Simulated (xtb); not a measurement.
Si(CCH)(Me)(OH)2 (C3H6O2Si), SMILES C#C[Si](C)(O)O. All values are semi-empirical tight-binding results from xtb (GFN2-xTB unless named), good for trends rather than for accurate numbers. Geometry optimised at GFN2-xTB. This is a generated structure with no PubChem entry under its InChIKey; it may be hypothetical. One conformer was computed; it need not be the lowest.

Optimised geometry:

```xyz
12

C      2.3103    -0.2392     1.4426
C      1.3055    -0.1483     0.7916
Si    -0.2539     0.0147    -0.2000
C     -1.6939     0.7019     0.8169
O     -0.4828    -1.5144    -0.7355
O     -0.0823     1.0762    -1.4307
H      3.1906    -0.3252     2.0127
H     -2.5847     0.8313     0.2086
H     -1.9429     0.0370     1.6383
H     -1.4451     1.6692     1.2388
H     -1.2800    -1.7640    -1.1940
H      0.6058     0.9644    -2.0809
```
Charge 0, spin multiplicity 1.

```json
{
  "orbital_gap": "5.66 eV",
  "dipole_moment": "1.18 D",
  "zero_point_energy": "51.8 kcal/mol",
  "G − E(el) at 298.15 K (modified RRHO)": "30.8 kcal/mol",
  "static polarisability (D4 model)": "73.1 bohr³",
  "solvation energy, GFN2-xTB/ALPB(water)": "-8.4 kcal/mol",
  "solvation energy, GFN2-xTB/ALPB(ch2cl2)": "-5.8 kcal/mol"
}
```

**Question.** Give the atomic charges and the Wiberg bond orders between heavy atoms. (An estimate is asked for; the answer gives what the named calculation found.)

**Answer.** charges (e) C1 -0.08, C2 -0.11, Si3 0.60, C4 -0.20, O5 -0.48, O6 -0.48, H7 0.07, H8 0.03, H9 0.02, H10 0.03, H11 0.30, H12 0.30. Bond orders C1–C2 2.94, C2–Si3 0.89, Si3–C4 0.87, Si3–O5 1.13, Si3–O6 1.13.
